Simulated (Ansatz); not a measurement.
Pulling on the B1–I4 bond in BH2I (SMILES BI) (multiplicity 1 held, fragments rigid). Energies count from the point at 2.114 Å.
Geometry at that point (charge 0, multiplicity 1):
| atom | x (Å) | y (Å) | z (Å) |
|---|---|---|---|
| B | -1.0069 | -1.5282 | 0.2633 |
| H | -0.6251 | -2.3051 | 1.0692 |
| H | -1.9865 | -1.6589 | -0.3861 |
| I | 0.1443 | 0.2190 | -0.0377 |

Signs of static correlation in def2-SVP, with CASSCF(6,4), from Ansatz (an electronic-structure program) runs.

| R (Å) | T1 of restricted CCSD | ⟨S²⟩ of UHF | largest double amplitude of restricted CCSD | weight of the CASSCF reference in MRCISD | CASSCF natural occupations |
|---|---|---|---|---|---|
| 1.691 | 0.014 | 0.000 | 0.065 | 0.917 | 2.00 1.99 1.98 0.02 |
| 1.902 | 0.016 | 0.000 | 0.055 | 0.913 | 2.00 2.00 1.98 0.02 |
| 2.114 | 0.018 | 0.000 | 0.052 | 0.913 | 2.00 2.00 1.98 0.02 |
| 2.325 | 0.019 | 0.000 | 0.077 | 0.913 | 2.00 2.00 1.96 0.04 |
| 2.537 | 0.020 | 0.000 | 0.107 | 0.914 | 2.00 2.00 1.95 0.06 |
| 2.854 | 0.023 | 0.106 | 0.159 | 0.915 | 2.00 2.00 1.90 0.10 |
| 3.171 | 0.031 | 0.605 | 0.223 | 0.917 | 2.00 2.00 1.82 0.18 |
| 3.699 | 0.059 | 0.904 | 0.371 | 0.919 | 2.00 2.00 1.59 0.41 |
| 4.228 | [?] | 0.982 | 0.578 | 0.920 | 2.00 2.00 1.34 0.66 |
| 4.862 | [?] | 1.004 | 0.833 | 0.920 | 2.00 2.00 1.15 0.85 |
| 5.707 | 0.159 | 1.008 | 1.035 | 0.920 | 2.00 2.00 1.04 0.96 |
| 6.764 | 0.163 | 1.008 | 1.106 | 0.920 | 2.00 2.00 1.01 0.99 |

Question: Fill in the missing entries.

Answer: 
- 4.228, T1 of restricted CCSD: 0.097
- 4.862, T1 of restricted CCSD: 0.135

Doubts at one or more of the structures used: active orbitals that take no part (SC-NEVPT2 on CASSCF(6,4)/def2-SVP); a restricted determinant that unrestricted orbitals would lower (R-CCSD(T)/def2-SVP); other coupled-cluster roots lie near (R-CCSD(T)/def2-SVP); T1 above 0.05 (R-CCSD(T)/def2-SVP, U-CCSD(T)/def2-SVP); a spin-contaminated determinant (U-CCSD(T)/def2-SVP).
